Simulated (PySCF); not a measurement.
**Polarisability and C₆ of Nb²⁺ (niobium, charge +2)**

[Kr] 4d3, high-spin 4F determinant. All numbers are calculated (PySCF 2.14, scalar relativity by spin-free X2C-1e, in x2c-TZVPPall with one added diffuse shell each of s, p, d, f type (9s7p7d3f1g, 95 functions)). Coupled (time-dependent) response in atomic units; α is the mean over directions.

```json
{"method": "B3LYP", "mean α (bohr³)": "11.17", "C₆ (like pair)": "57.84", "S(−4)": "63.72"}
{"method": "PW91", "mean α (bohr³)": "11.48", "C₆ (like pair)": "59.44", "S(−4)": "70.14"}
```

S(−4) is the Cauchy moment in α(ω) = α(0) + S(−4) ω² + …

Spin-orbit coupling is absent.

α(iu) at B3LYP:

| u (hartree) | α(iu) (bohr³) |
| --- | --- |
| 0 | 11.17 |
| 0.0500 | 11.01 |
| 0.100 | 10.59 |
| 0.200 | 9.354 |
| 0.300 | 8.112 |
| 0.500 | 6.227 |
| 0.750 | 4.698 |
| 1.00 | 3.670 |
| 1.50 | 2.389 |
| 2.00 | 1.655 |
| 3.00 | 0.9107 |
| 5.00 | 0.3901 |

A single London oscillator, α(iu) = α/(1 + u²/ω²), gives C₆ = (3/4) ω α². Matching the computed C₆ needs ω = 4 × 57.84 / (3 × 11.17²) = 0.618 hartree.

For an ion, C₆ is the dispersion term alone; charge-induced terms of lower order in 1/R come first.
